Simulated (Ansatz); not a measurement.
Cost and result for the atomization energy of `[Cl][Al]1[CH2][NH]1` (7 atoms, 7 bonds).

Total charge 0; spin multiplicity 1. Geometry: relaxed with PBE0-D4/def2-TZVP. Program: Ansatz. All runs use 2 threads of an AMD EPYC 9R45 on a shared host. Times are those of one run each, without the atoms' runs, and a repeat can differ threefold. Electronic energies, without spin–orbit coupling; frozen cores. CCSD(T)/CBS adds CCSD(T) − MP2 in def2-TZVPP to the MP2 limit, and its time is that of the two runs behind it. T1 = 0.012. B3LYP takes the VWN-RPA correlation (the form of Gaussian; ORCA's B3LYP/G).

CCSD(T)/CBS is a level of theory with its own doubt, some kJ/mol a heavy atom from the limit and from the frozen cores, so smaller differences don't rank the functionals.

```csv
level,functions,wall time,atomization (kcal/mol),difference from CCSD(T)/CBS,per bond
LDA (SPW92)/def2-TZVPP,188,0.5 s,657.4,88.8,12.7
CCSD(T)/def2-SVP,79,0.75 s,527.0,-41.6,-5.9
BLYP-D4/def2-TZVPP,188,0.8 s,567.1,-1.5,-0.2
PBE0-D4/def2-TZVPP,188,1.1 s,569.9,1.3,0.2
CAM-B3LYP-D4/def2-TZVPP,188,1.2 s,568.5,-0.1,0.0
B3LYP-D4/def2-TZVPP (with forces),188,1.7 s,566.0,-2.6,-0.4
PBE-QIDH/def2-TZVPP,188,1.9 s,564.7,-3.9,-0.6
B2PLYP/def2-TZVPP,188,2 s,561.3,-7.3,-1.1
ωB97X-V/def2-TZVPP,188,2.9 s,571.2,2.6,0.4
ωB97M-V/def2-TZVPP (with forces),188,3.9 s,571.8,3.2,0.5
MP2/def2-QZVPP,344,5.5 s,576.3,7.7,1.1
CCSD(T)/def2-TZVPP,188,14 s,549.0,-19.6,-2.8
CCSD(T)/CBS(def2),–,19 s,568.6,0.0,0.0
```

The D4 term adds +5.0 kcal/mol with B3LYP and +2.6 kcal/mol with PBE0; it sums over pairs of atoms, weighted by their polarisabilities, and B3LYP, whose exchange is more repulsive, gets the larger term. In def2-TZVPP, CCSD(T) changes the Hartree–Fock value by +161.2 kcal/mol (the triples alone add +11.5 kcal/mol) and MP2 by +176.8 kcal/mol; breaking electron pairs costs correlation energy, which Hartree–Fock lacks. From PBE to PBE0 (25 % exact exchange), in def2-TZVPP and without D4, the atomization energy moves by −13.0 kcal/mol: exact exchange takes away binding that semilocal exchange gives to molecules.
